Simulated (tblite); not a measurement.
F4Si (SMILES F[Si](F)(F)F), singlet, geometry from GFN2-xTB; GFN1-xTB with ALPB(water) (tblite).

The tblite input:
```
$ tblite run mol.xyz --method gfn1 --charge 0 --spin 0 --alpb water --json tblite.json --no-restart

# file mol.xyz
5

Si     0.00000000    -0.00000000     0.00000000
F      0.88552320     0.90402113     0.92229500
F     -0.91389002    -0.91243756     0.88560507
F     -0.89400971     0.90408216    -0.91401078
F      0.92237653    -0.89566573    -0.89388928
```

What the program printed (banner, timings and long lists left out):

```
xTB calculator
 | screened Coulomb repulsion
 | Coulomb electrostatics
 |  * isotropic Klopman-Ohno-Mataga-Nishimoto electrostatics
 |  * onsite third-order electrostatics
 | DFT-D3(BJ) dispersion correction
 | Interactions (3)
 | [1] alpb/gbsa reaction field model
 | [2] cds contribution to solvation
 | [3] empirical free energy shift and standard state/solvent correction

halogen bonding energy    0.0000000000000E+00 Eh
repulsion energy          6.1824864627548E-02 Eh
dispersion energy        -8.9630699456338E-04 Eh
interaction energy        6.6273207701944E-03 Eh
number of electrons       3.2000000000000E+01 e
integral cutoff           2.8146159136829E+01 bohr

------------------------------------------------------------
  cycle        total energy    energy error   density error
------------------------------------------------------------
      1     -22.31104104326  -2.2378597E+01   7.6816423E-01
      2     -22.64369388621  -3.3265284E-01   4.3509868E-01
      3     -22.63148902778   1.2204858E-02   2.5481545E-01
      4     -22.66998196798  -3.8492940E-02   9.3295156E-02
      5     -22.66834354663   1.6384213E-03   9.6700952E-02
      6     -22.69198783382  -2.3644287E-02   3.8386842E-03
      7     -22.69199707572  -9.2419047E-06   3.5919227E-03
      8     -22.69202604712  -2.8971396E-05   1.4877472E-03
      9     -22.69203191585  -5.8687300E-06   8.1603586E-05
     10     -22.69203193439  -1.8546633E-08   1.0691517E-06
------------------------------------------------------------

electronic energy        -2.2759587812797E+01 Eh
total energy             -2.2692031934394E+01 Eh

Post processing:
 | Mayer-Wiberg bond orders

[Info] JSON dump of results written to 'tblite.json'
```
